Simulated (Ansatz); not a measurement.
The first iterations of a band of C3H8FNSi (14 atoms, charge 0, multiplicity 1).

Computed with RKS B3LYP-D4/def2-SVP in Ansatz.

```yaml
movable_images: 7
climbing_image: yes
spring: 5.0 eV/Å²
optimiser: quadratic models (default)
start_path: through a guess of the saddle point
force_threshold: 0.05 eV/Å
iteration_limit: 60
end_points: relaxed
```

Image 0:

```xyz
14
Properties=species:S:1:pos:R:3
N -2.583 -0.774 0.441
C -1.294 -0.791 -0.061
F -0.807 -2.047 -0.071
C -0.524 0.238 -0.449
C 0.936 0.121 -0.785
Si 2.045 0.771 0.614
H -3.042 0.128 0.378
H -3.171 -1.529 0.097
H -0.984 1.230 -0.454
H 1.206 -0.930 -0.977
H 1.175 0.682 -1.706
H 1.846 -0.042 1.849
H 1.693 2.191 0.923
H 3.490 0.722 0.230
```

Image 8:

```xyz
14
Properties=species:S:1:pos:R:3
N -2.578 -0.766 0.449
C -1.288 -0.784 -0.050
F -0.787 -2.034 -0.022
C -0.526 0.241 -0.464
C 0.935 0.126 -0.794
Si 2.038 0.764 0.616
H -3.155 -1.540 0.125
H -3.048 0.128 0.352
H -0.993 1.229 -0.495
H 1.207 -0.923 -0.993
H 1.178 0.694 -1.710
H 1.832 -0.061 1.842
H 1.687 2.182 0.935
H 3.484 0.715 0.237
```

| iteration | highest image above the first end (eV) | largest band force component (eV/Å) |
| --- | --- | --- |
| 1 | 14.379 | 59.611 |
| 2 | 4.438 | 6.616 |
| 3 | 3.923 | 4.037 |
| 4 | 3.531 | 3.012 |
| 5 | 2.588 | 4.342 |
| 6 | 2.053 | 4.189 |

Problem. Does the band converge within its limit, and where does its top end?

Solution. It converged. It ended after 19 iterations with the highest image 0.205 eV above the first end. The profile has 2 maxima (images 3, 6) with wells between them (image 5): this band takes more than one step, which may be the mechanism or a detour left from its start path. A vibrational analysis at the climbing image gives one clearly imaginary mode, 319i cm⁻¹: a first-order saddle point.

The run took 5.6 min on 2 threads of Intel(R) Xeon(R) Platinum 8488C (Sapphire Rapids), with other jobs on the host, peak memory 0.37 GiB.
